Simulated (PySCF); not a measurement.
GaFBr2, SMILES [F][Ga]([Br])[Br]. Atoms are numbered in the order given.

```xyz
4

Ga     0.0000     0.0000    -0.5309
F      0.0000     0.0000    -2.2711
Br     0.0000    -1.9781     0.5271
Br     0.0000     1.9781     0.5271
```
Charge 0, spin multiplicity 1.

Geometry optimised at ωB97X-D3(BJ)/def2-SVP. The structure was generated by enumeration; whether it is a known compound was not checked.

Two levels are set side by side: PBE/pcSseg-1 (PySCF) and B3LYP/pcSseg-1 (PySCF). GIAO shifts against CFCl3 (¹⁹F) at the same level; non-relativistic, no solvent, atoms listed together averaged. Without spin–orbit terms, shifts of atoms bonded to Cl or Br come out too high at both levels. Differences are taken from unrounded values.

| quantity | B3LYP |
|---|---|
| δ(¹⁹F) of F2 (ppm) | -95.0 |

Task: What does PBE give, and how far is it from B3LYP? (Estimate from the structure and the level; the computed values follow.)

Result: 
```json
[
 {"quantity": "δ(¹⁹F) of F2 (ppm)", "PBE": "-88.5", "PBE minus B3LYP": "6.5"}
]
```

Rough cost on one machine, each run with all the roots and properties that it gave: B3LYP against PBE within a factor of 2.
